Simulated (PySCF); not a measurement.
A structure optimised at PBE-D3(BJ)/def2-SVP, used in a PySCF frequency run:

```xyz
10

Sb     0.1389     0.1848     0.5674
Cl    -1.9604     0.5214    -0.5619
Cl     1.6368     1.2990    -0.9453
C      0.4581    -1.7789    -0.3704
C     -0.6044    -2.8025     0.0168
H      1.4839    -2.0873    -0.0759
H      0.4720    -1.5645    -1.4579
H     -1.6171    -2.4501    -0.2660
H     -0.6105    -3.0136     1.1069
H     -0.4311    -3.7699    -0.4995
```

Problem. Write its SMILES and formula.

Solution. C[CH2][Sb]([Cl])[Cl], C₂H₅Cl₂Sb

Problem. What are its rotational constants (standard atomic weights)?

Solution. 1.8716, 1.3166, 1.0238 GHz
